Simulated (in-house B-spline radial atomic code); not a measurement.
Configurations of the caesium ion Cs⁶⁺, with energies counted from [Kr] 4d10 5s2 5p1. Method: Dirac-Hartree-Fock, average of configuration, Fermi nucleus of rms radius 4.8041 fm. Calculated with a radial B-spline atomic code at the basis-set limit. Energies include first-order Breit, QED and recoil terms.

Occupations are held fixed; configurations that lie above the ionisation limit could autoionise.

```
                    configuration  E - E(ref) (eV)  highest orbital  its <r> (bohr)
                [Kr] 4d10 5s2 7p1           54.018            7p3/2           5.314
                [Kr] 4d10 5s2 8g1           70.141            8g7/2            12.1
                 [Kr] 4d9 5s2 5p2           74.557            5p3/2           1.744
            [Kr] 4d10 5s1 5p1 6g1           76.962            6g7/2           6.142
            [Kr] 4d10 5s1 5p1 9d1           83.945            9d5/2           11.77
[Ar] 3d9 4s2 4p6 4d10 5s2 5p1 5g1           788.45            5g7/2           3.812
```

(1) Order these further configurations by energy, lowest first.
A. [Ar] 3d9 4s2 4p6 4d10 5s2 5p1 6s1
B. [Kr] 4d9 5s2 5p1 6g1
C. [Kr] 4d10 5s2 9s1
D. [Kr] 4d10 5s2 6p1
E. [Kr] 4d10 5s1 5p1 9f1

(2) How far above the reference does [Ar] 3d9 4s2 4p6 4d10 5s2 5p1 7g1 lie?

(3) How far above the reference does [Kr] 4d10 5s2 6s1 lie?

Results:

(1) D (38.511 eV), C (66.034 eV), E (86.154 eV), B (139.08 eV), A (765.79 eV).

(2) 801.63 eV; its least bound orbital is 7g7/2 with <r> = 8.857 bohr.

(3) 32.151 eV; its least bound orbital is 6s1/2 with <r> = 3.022 bohr.
